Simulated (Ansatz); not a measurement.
Cr(OH)2 (CrH2O2), SMILES [OH][Cr][OH] (connectivity only; charge and spin as stated), neutral, multiplicity 5.

Coordinates come from a PBE-D3(BJ)/def2-TZVP optimisation. The geometry has at least one imaginary mode, so it is a saddle point at that level. The multiplicity is an assumed one; other spin states were not compared. The values are those of a single conformer.

Two levels are set side by side: PBE/def2-TZVPD (Ansatz, a program for electronic structure) and CAM-B3LYP/def2-TZVPD (Ansatz). Energy differences of separate SCF runs at the same geometry; the states with an electron removed or added have multiplicity 4 and 6. Differences are taken from unrounded values.

```
quantity                         CAM-B3LYP
-------------------------------  ---------
vertical ionisation energy (eV)       8.89
vertical electron affinity (eV)       0.60
```

Question: What does PBE give, and how far is it from CAM-B3LYP? (An estimate is asked for; the answer gives what the named calculation found.)

Answer: 
```tsv
quantity	PBE	PBE minus CAM-B3LYP
vertical ionisation energy (eV)	8.39	-0.50
vertical electron affinity (eV)	0.47	-0.13
```
